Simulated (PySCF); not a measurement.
H5NOSiTe, SMILES [Te](N)O[SiH3]. Heavy atoms are numbered as in [Te:1]([NH2:2])[O:5][SiH3:6]. Hydrogens are named by the atom that carries them.

Coordinates come from a B3LYP-D3(BJ)/def2-SVP optimisation. The def2 effective core potentials stand for the cores of Te; spin–orbit coupling is left out. Other conformers were not sampled.

The numbers are results of HF/def2-TZVP run with PySCF, not measurements.

ESP charges are fitted to the potential on shells at 1.4 to 2.0 van der Waals radii. Atomic charges (e), one atom of each kind:

```tsv
atom	ESP fit	Löwdin
Te1	0.34	0.64
N2 (NH2)	-0.83	-0.49
H on N2	0.38	0.14
O5	-0.42	-0.37
Si6 (SiH3)	0.51	0.16
H on Si6	-0.12	-0.07
```

Computed Mayer and Wiberg (Löwdin basis) orders of the bonds:
```json
[
 {"bond": "Te1–N2", "Mayer": "1.02", "Wiberg": "1.45"},
 {"bond": "Te1–O5", "Mayer": "0.76", "Wiberg": "1.14"},
 {"bond": "O5–Si6", "Mayer": "1.02", "Wiberg": "1.66"}
]
```
